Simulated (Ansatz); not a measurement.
Relaxation of C$_{2}$H$_{11}$NOSi$_{2}$ (17 atoms, charge 0, multiplicity 1), to a largest force component of 0.015 eV/Å in at most 40 steps.

These are results of RKS PBE0/6-31G in Ansatz, not measurements.

```xyz
17
Properties=species:S:1:pos:R:3
C 0.655 -0.624 2.298
O 1.067 -0.851 0.971
Si 0.543 0.146 -0.292
Si 1.415 -0.686 -2.315
C -1.286 0.314 -0.462
N -1.772 -0.305 -1.731
H -0.427 -0.832 2.390
H 1.206 -1.198 2.972
H 0.784 0.481 2.618
H 1.169 1.496 -0.034
H 0.738 -2.034 -2.560
H 0.944 0.223 -3.396
H 2.777 -0.780 -2.346
H -1.816 -0.187 0.339
H -1.559 1.382 -0.469
H -1.627 -1.337 -1.728
H -2.771 -0.180 -1.802
```

Problem. Where does it end, and by what steps?

Solution. It converged. Limits of this set-up: no polarisation functions. After 13 steps the energy has fallen by 0.723 eV; H14 moved furthest, 0.96 Å.

```tsv
step	energy less start (eV)	largest force component (eV/Å)	accepted
0	0.0000	3.670	yes
1	-0.5351	1.074	yes
2	-0.6335	0.632	yes
3	-0.6711	0.353	yes
4	-0.6887	0.193	yes
5	-0.6981	0.209	yes
6	-0.7076	0.166	yes
7	-0.7127	0.253	yes
8	-0.7164	0.136	yes
9	-0.7193	0.072	yes
10	-0.7206	0.095	yes
11	-0.7223	0.077	yes
12	-0.7230	0.029	yes
13	-0.7233	0.014	yes
```

```xyz
17
Properties=species:S:1:pos:R:3
C 0.601 -0.794 2.231
O 0.821 -0.980 0.822
Si 0.514 0.265 -0.364
Si 1.471 -0.546 -2.346
C -1.371 0.516 -0.628
N -1.908 -0.643 -1.321
H -0.467 -0.703 2.467
H 0.997 -1.675 2.740
H 1.121 0.097 2.608
H 1.112 1.563 0.150
H 1.092 -1.979 -2.578
H 0.993 0.285 -3.507
H 2.974 -0.450 -2.295
H -1.865 0.768 0.329
H -1.471 1.401 -1.272
H -1.729 -1.540 -0.894
H -2.845 -0.556 -1.688
```

Time of the run: 48 s on 1 thread of AMD EPYC 9R45 96-Core Processor (Zen 5), on a shared host, peak memory 0.23 GiB.
